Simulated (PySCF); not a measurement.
C3H5BO2, SMILES OB1CC=CO1. Geometry optimised at PBE-D3(BJ)/def2-SVP. Other conformers were not sampled.

Computed equilibrium geometry at PBE-D3(BJ)/def2-SVP (PySCF confirms it by a frequency run) as bond lengths and angles, and its point group (one conformer of several):
point group Cs.
Atoms: O1 B2 C3 C4 C5 O6 H7 H8 H9 H10 H11. Bonds (Å): O1–B2 1.362, O1–H7 0.972, B2–C3 1.597, B2–O6 1.397, C3–C4 1.511, C3–H8 1.114, C3–H9 1.114, C4–C5 1.350, C4–H10 1.098, C5–O6 1.387, C5–H11 1.099. Angles (°): B2–O1–H7 111.9, O1–B2–C3 132.5, O1–B2–O6 118.2, C3–B2–O6 109.3, B2–C3–C4 99.4, B2–C3–H8 113.2, B2–C3–H9 113.2, C4–C3–H8 112.9, C4–C3–H9 112.9, H8–C3–H9 105.5, C3–C4–C5 109.2, C3–C4–H10 126.1, C5–C4–H10 124.6, C4–C5–O6 115.2, C4–C5–H11 129.8, O6–C5–H11 115.0, B2–O6–C5 106.9.
